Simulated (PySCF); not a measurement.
Compound: C₆H₁₃S (doublet state).
Z-matrix (Å and degrees, GFN2-xTB geometry), rows numbered from 1:
```
C 
C   1  1.4810
S   2  1.7128  1  120.03
C   3  1.8506  2   99.69  1   164.53
C   4  1.5196  3  108.81  2   -69.55
C   4  1.5231  3  109.25  2   167.29
C   6  1.5234  4  112.68  3   -65.48
H   1  1.0878  2  110.31  3   -27.85
H   1  1.0963  2  112.18  3    92.67
H   1  1.0916  2  110.07  3  -148.21
H   2  1.0784  1  119.37  3  -156.04
H   4  1.0938  3  105.55  2    48.84
H   5  1.0881  4  110.28  3   -64.69
H   5  1.0885  4  110.22  3    55.09
H   5  1.0887  4  110.24  3   175.20
H   6  1.0933  4  108.28  3   173.29
H   6  1.0920  4  108.91  3    56.33
H   7  1.0872  6  110.29  4    59.62
H   7  1.0882  6  110.69  4   -60.46
H   7  1.0871  6  110.33  4   179.49
```

The hyperfine couplings belong to this conformer and change with its torsions.

As a line formula: `C[CH]S[C@H](C)CC` [radical].

Method: UKS B3LYP, pcH-1 on C H S, non-relativistic, mean-field spin-orbit, GIAO in PySCF. Geometry: GFN2-xTB, one conformer, isolated molecule. A GFN2-xTB geometry isn't a minimum of the functional, and hyperfine couplings can be far from their values at a DFT geometry. The SCF solution wasn't tested for stability.

Largest spin populations (Mulliken): C2 (+0.83), S3 (+0.16) and C1 (-0.07). The angles at C2 add up to 355.8°, so it is nearly planar; its axial dipolar tensor and the negative coupling of its proton fit spin in a p orbital normal to that plane.

(1) How do the β-proton couplings of this frozen conformer go with θ, the angle between the C–H bond and the normal to the plane of the spin centre's three neighbours, both seen down the bond from centre to carbon?

(2) What would the freely rotating methyl group on C1 show?

Results:

(1) 
```csv
β H,on,centre,θ (°),cos²θ,a (G)
H8,C1,C2,72,0.09,+3.42
H9,C1,C2,13,0.95,+40.92
H10,C1,C2,48,0.45,+22.38
```

Fitting the Heller–McConnell form a = ρ(B0 + B2 cos²θ), with Mulliken ρ = 0.83, gives B0 = 0.9 G and B2 = 52.0 G, with a largest miss of 2.3 G. By this fit the coupling would be 44.0 G at θ = 0° and 0.8 G at 90°.

(2) Three equal couplings, a 1:3:3:1 quartet. The mean of the three values of this geometry estimates the splitting: 22.2 G, or 62.4 MHz (three bonds 120° apart have a mean cos²θ of 1/2 at any torsion).

Couplings in gauss use g_iso = 2.0046.
